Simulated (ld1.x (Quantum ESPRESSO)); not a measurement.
# Before and after: ultrasoft potential for cadmium

ld1.x (Quantum ESPRESSO) 7.5 input, shortened:

```
&input
   title='Cd', zed=48., rel=0, dft='PZ', iswitch=3,
   config='[Kr] 4d10 5s0.5 5p0'
 /
 &inputp
   pseudotype=3, tm=.true., lloc=-2, rcloc=2.00,
   nlcc=.true., new_core_ps=.true.,
   which_augfun='PSQ', rmatch_augfun_nc=.true.
 /
6
5S  1  0   0.50   0.00  1.70  2.20  0.0
5S  1  0   0.00   2.75  1.70  2.20  0.0
5P  2  1   0.00   0.00  2.45  2.70  0.0
5P  2  1   0.00   0.90  2.45  2.70  0.0
4D  3  2  10.00   0.00  1.50  1.95  0.0
4D  3  2   0.00  -0.85  1.50  1.95  0.0
 &test
   configts(1)='4d10 5s0.5 5p0'
 /
```

All-electron outer shells of the reference configuration (LDA (PZ), non-relativistic, ld1.x):

```tsv
shell	level (eV)	outermost node (bohr)	outermost maximum (bohr)
4p	-78.63	0.44	0.85
4d	-26.13	0.42	0.98
5s	-16.62	1.10	2.26
5p	-10.97	1.20	2.73
```

Change: core correction Bessel-smoothed model core inside 2.38 bohr.

Cutoffs: the cutoffs (Ry, on a coarse ladder) from which the occupation-weighted sum of valence levels, in a spherical-Bessel basis at the reference potential, stays within 10 and 1 mRy of its value at 400 Ry; they do not see the model core or the augmentation charge, which bear on the density cutoff. Errors are all-electron minus pseudo energies relative to the spin-unpolarised reference configuration.

Task: What does the change do?

Result: The potential gets neither clearly harder nor softer (30 Ry and 50 Ry → 30 Ry and 50 Ry); of the 8 tests that both files solve, the error grows in 3 and shrinks in 2 by more than 15 % and 0.3 meV (median size 0.6 → 1.3 meV); neither file shows a bound ghost at the reference potential, the only one tested. The default core radius of the base comes out at 0.72 bohr. A wider model core is smoother and lowers the density cutoff, which this test does not measure.

```tsv
quantity	base	changed
cutoff, loose	30 Ry	30 Ry
cutoff, tight	50 Ry	50 Ry
bound ghosts	none	none
tests counted (converged, no solver errors)	8 of 9	8 of 9
error for 4d10 5s2 5p0, meV [ΔE -16.41 eV]	-1.0	+2.4
error for 4d10 5s1 5p0, meV [ΔE -7.33 eV]	-0.3	+0.3
error for 4d10 5s0 5p0, meV [ΔE 9.30 eV]	-0.5	+0.4
error for 4d10 5s0 5p2, meV [ΔE -7.63 eV]	-1.9	-1.6
error for 4d9 5s2 5p1, meV [ΔE -2.91 eV]	-71	+13
error for 4d10 5s0 5p1, meV [ΔE -2.10 eV]	-0.8	-0.5
error for 4d10 5s0.5 5p0 (spin-polarised), meV [ΔE -0.06 eV]	-0.1	+1.1
error for 4d10 5s1 5p0 (spin-polarised), meV [ΔE -7.53 eV]	-0.2	+3.9
s: phases at 2.96 bohr within 0.05 rad from the reference energy up to (Ry; the scan ends near 5)	to the end of the scan	to the end of the scan
p: phases at 2.96 bohr within 0.05 rad from the reference energy up to (Ry; the scan ends near 5)	3.0	3.0
d: phases at 2.96 bohr within 0.05 rad from the reference energy up to (Ry; the scan ends near 5)	to the end of the scan	to the end of the scan
lowest overlap eigenvalue by channel	s 0.70, p 0.55, d 0.31	s 0.70, p 0.55, d 0.31
```

Base: Tests not counted: 4d8 5s0 5p0 (solver errors, printed error -676 eV). Changed file: Tests not counted: 4d8 5s0 5p0 (solver errors, printed error -658 eV).
